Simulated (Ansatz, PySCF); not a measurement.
Gas-phase reaction 2 R1 → 0.5 P1 + P2, each structure at its B3LYP-D3(BJ)/def2-TZVP stationary point, reached from a drawn start (curvature not checked).
P1, S2 (SMILES [S][S]) (charge 0, multiplicity 3, Z-matrix in Å and degrees):
```
S
S 1 1.9036
```
R1: OS (SMILES O=S), charge 0, multiplicity 3.
P2, SO2 (SMILES O=[S+][O-]) (charge 0, multiplicity 1):
```xyz
3

S      0.0000     0.0000     0.4878
O      0.0000     1.2386    -0.2438
O      0.0000    -1.2386    -0.2438
```

P less R. No zero-point or thermal terms; singlets are restricted closed shells; open shells are unrestricted; no spin–orbit coupling.

Cores are frozen in the correlated methods. CBS: X⁻³ extrapolation of the correlation energy, Hartree–Fock from the larger set.

Run with Ansatz (a first-principles code); PySCF for the D3/D4 terms. All values are computed, each at the level named.

| level | reaction energy (eV) |
|---|---|
| HF/cc-pV(T+d)Z | -1.017 |
| revPBE-D3(BJ)/def2-TZVPP | -2.285 |
| revPBE-D4/def2-TZVPP | -2.307 |
| r2SCAN-D4/def2-TZVPP | -2.230 |
| B3LYP-D3(BJ)/def2-TZVPP | -2.180 |
| CAM-B3LYP-D3(BJ)/def2-TZVPP | -2.150 |
| B2PLYP/def2-TZVPP | -2.290 |
| SCS-MP2/cc-pV(T+d)Z | -2.835 |
| CCSD(T)/CBS(cc-pV(T+d)Z, cc-pV(Q+d)Z) | … |

### Question
What belongs in the gaps?

### Answer

- CCSD(T)/CBS(cc-pV(T+d)Z, cc-pV(Q+d)Z), reaction energy (eV): -2.587
